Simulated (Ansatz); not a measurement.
Consider the formal exchange of groups at the Si–B bond: `[SiH3][BH][GeH2][Cl]` + `C[CH2][AlH2]` → `C[CH2][AlH][SiH3]` + `[BH2][GeH2][Cl]`.

Isolated molecules relaxed with PBE0-D4/def2-TZVP in Ansatz; ΔE leaves out vibrations. CCSD(T)/CBS adds triple-zeta CCSD(T) − MP2 to the extrapolated MP2 energy (def2 sets, frozen cores). Functionals use def2-TZVPP. B3LYP here is the variant with VWN-RPA as its local correlation; programs differ in this. For Ge outer-core shells are correlated without core-valence functions, which leaves a few kJ/mol of doubt a bond. Scalar relativity is left out up to krypton. Each species was taken in one conformer, which may not be the lowest.

```
             level  ΔE (kJ/mol)  difference from CCSD(T)/CBS
            PBE-D4        -18.9                         -1.4
         r2SCAN-D4        -17.0                          0.5
           PBE0-D4        -20.2                         -2.7
          B3LYP-D4        -16.6                          0.9
           ωB97X-V        -17.5                          0.0
           ωB97M-V        -15.1                          2.4
            B2PLYP        -17.1                          0.4
               PBE        -19.1                         -1.6
            r2SCAN        -16.9                          0.6
              PBE0        -20.2                         -2.7
             B3LYP        -17.2                          0.3
     HF/def2-TZVPP        -18.1                         -0.6
    MP2/def2-TZVPP        -17.1                          0.4
SCS-MP2/def2-TZVPP        -17.0                          0.5
   CCSD/def2-TZVPP        -18.4                         -0.9
CCSD(T)/def2-TZVPP        -18.3                         -0.8
     HF/def2-QZVPP        -17.8                         -0.3
    MP2/def2-QZVPP        -16.5                          1.0
SCS-MP2/def2-QZVPP        -16.4                          1.1
      HF/CBS(def2)        -17.8                         -0.3
     MP2/CBS(def2)        -16.2                          1.3
    CCSD/CBS(def2)        -17.5                          0.0
       CCSD(T)/CBS        -17.5                            0
```

Largest T1 diagnostic among the species: 0.012.
